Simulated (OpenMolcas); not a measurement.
## What dynamic correlation does to the levels of Ir7+

```json
{
 "Program": "OpenMolcas",
 "Basis": "ANO-RCC-VQZP [9s8p6d4f2g1h]",
 "Scalar Hamiltonian": "DKH2, point nucleus",
 "Active space": "8 electrons in 8 orbitals (RAS1 5p, at most 2 holes; RAS2 5d)",
 "State averaging": "2S+1 = 3 even, 10 roots; 2S+1 = 1 even, 15 roots",
 "Spin-orbit coupling": "state interaction with AMFI integrals over the reference wave functions, term energies averaged over their components"
}
```

Methods on the same reference wave functions:
A. RASSCF
B. SS-RASPT2, IPEA 0.25 Eh, imaginary shift 0.1 Eh (closed shells correlated: 5s)

Energies in cm⁻¹ above 5d² ³F₂, the measured ground level; measured values from van het Hof, Joshi, Wyart and Sugar, J. Res. Natl. Inst. Stand. Technol. 100, 687 (1995).

```json
{"Level": "5d² ³F₂", "A": "0.0", "B": "0.0", "Measured": "0.0"}
{"Level": "5d² ³F₃", "A": "12628", "B": "12870", "Measured": "12672"}
{"Level": "5d² ³P₀", "A": "19040", "B": "17970", "Measured": "17254"}
{"Level": "5d² ³F₄", "A": "22269", "B": "21970", "Measured": "21615"}
{"Level": "5d² ³P₁", "A": "27066", "B": "26110", "Measured": "25221"}
{"Level": "5d² ¹G₄", "A": "39228", "B": "36990", "Measured": "36253"}
{"Level": "5d² ³P₂ [55 %]", "A": "40832", "B": "39620", "Measured": "38878"}
{"Level": "5d² ¹S₀", "A": "68040", "B": "66130", "Measured": "65022"}
```

Deviations, from unrounded energies. A percentage is the sum of absolute deviations over the sum of measured energies, with the sign that they share, or ± where signs differ.

```csv
Against measurement,Levels,A,B
mean absolute deviation (cm-1),7,1800,680
fine structure of the ground term (%),2,±2.0,+1.6
other terms of the ground configuration (%),5,+6.3,+2.3
```

B lies closest to measurement on these levels. The largest miss of B in the table is 5d² ¹S₀, by +1100 cm-1. The ranking rests on the paired levels alone, and a cruder setting can come out closer through cancelling errors.

From A to B the spin-free energies of the other terms of 5d² shown, above ³F, scale by factors of 0.86 to 0.95, as is usual when dynamic correlation screens the repulsion within a d or f shell.

The lowest spin-free term lies below A's lowest term by 0.189 hartree in B.

CASPT2 breaks the degeneracy within a term, and the mean is taken; among the terms shown or strongly mixed into the levels shown the widest spread is 380 cm-1 (5d² ¹G, B). Active for correlation alone: 5p; no level in the range computed is led by a configuration that opens it, so any true level of that kind is missing. Without dynamic correlation excited terms often stand tens of per cent too high (terms of higher spin than the ground term too low), and those without a measured partner can miss by more than the paired ones (holds for A). Computed and measured levels are paired by configuration, term and J; levels that our copy of the source lacks, or whose pairing is in doubt (as where it misses far off the trend of its configuration), stay unpaired and out of the deviations. Only configurations of the active space appear. Levels that lie high or do not pair safely by name in every column are left out.

A share in square brackets marks a mixed level and gives the weight of the term that names it, the lowest over the columns.
